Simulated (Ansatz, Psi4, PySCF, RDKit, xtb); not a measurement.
Noncovalent pair: hydrogen isocyanide (SMILES [C-]#[NH+]) (first 3 atoms) with hydrogen isocyanide (SMILES [C-]#[NH+]); geometry from B3LYP-D3(BJ)/def2-TZVP, rigid monomers moved along the line of their centres of mass till H3···C4 is 2.87 Å.
(charge 0, multiplicity 1):
```xyz
6

C     -0.217     0.394    -1.131
N     -0.116     0.330     0.026
H     -0.028     0.275     1.036
C      0.220     0.119     3.896
N      0.320     0.057     5.048
H      0.407     0.003     6.042
```

| level | interaction energy (kcal/mol) | minus CCSD(T)/CBS(aug-cc-pVDZ, aug-cc-pVTZ) | cost |
|---|---|---|---|
| UFF | -0.11 | 4.53 | - |
| GFN1-xTB | -1.44 | 3.20 | - |
| HF/STO-3G (no counterpoise) | -3.16 | 1.48 | - |
| HF/6-31G* | -3.96 | 0.68 | - |
| HF/aug-cc-pVTZ | -3.80 | 0.84 | - |
| BP86/6-31G* (no counterpoise) | -5.05 | -0.41 | - |
| B3LYP/6-31G* (no counterpoise) | -5.31 | -0.67 | - |
| B3LYP/6-311+G** (no counterpoise) | -4.21 | 0.43 | - |
| B3LYP-D3(BJ)/def2-TZVPPD | -4.60 | 0.04 | ×1 |
| PBE0-D3(BJ)/def2-TZVPPD | -4.71 | -0.07 | ×1 |
| PBE0-D4/def2-TZVPPD | -4.65 | -0.01 | ×1 |
| wB97X-V/def2-TZVPPD | -4.52 | 0.13 | ×3 |
| wB97M-V/def2-TZVPPD | -4.41 | 0.23 | ×4 |
| MP2/CBS(aug-cc-pVDZ, aug-cc-pVTZ) | -4.94 | -0.29 | - |
| SCS-MP2/aug-cc-pVDZ | -4.74 | -0.09 | - |
| CCSD/aug-cc-pVDZ | -4.48 | 0.17 | - |
| CCSD/aug-cc-pVTZ | -4.48 | 0.16 | - |
| CCSD(T)/aug-cc-pVTZ | -4.62 | 0.02 | ×400* |
| CCSD(T)/CBS(aug-cc-pVDZ, aug-cc-pVTZ) | -4.64 | 0.00 | ×400* |
| SAPT0/jun-cc-pV(D+d)Z | -4.23 | 0.41 | - |

 The comparison column counts from a level with limits of its own.

The rows run from -5.31 (B3LYP/6-31G* (no counterpoise)) to -0.11 kcal/mol (UFF). In aug-cc-pVTZ the value moves HF -3.80, CCSD -4.48, CCSD(T) -4.62, a shift of -0.81 from HF to CCSD(T).

Monomers are frozen at their geometry in the pair; levels with a basis set take the counterpoise correction. Rows marked so take none. RDKit's UFF carries no charges.

Frozen-core correlation. CBS(a, b) extrapolates the correlation energy as X⁻³ and adds the Hartree–Fock energy of set b. Rows in 6-311+G**, 6-31G*, STO-3G carry no dispersion term and start afresh at each structure (6-31G* with six Cartesian d functions).

Run with Ansatz (a first-principles code); Psi4 for SAPT; PySCF for 6-311+G** rows, 6-31G* rows, STO-3G rows, the dispersion terms; RDKit for the force fields; xtb for the GFN methods. Each number belongs to the level named beside it.

Costs are rough ratios of core time to PBE/def2-TZVPPD (about 2.9 s over the structures, on one shared machine); a dash marks a level with no comparable run of its own. A star marks coupled-cluster runs past 200 virtual orbitals, where the program's memory plan changes under this machine's limit, so their costs aren't comparable with smaller runs.
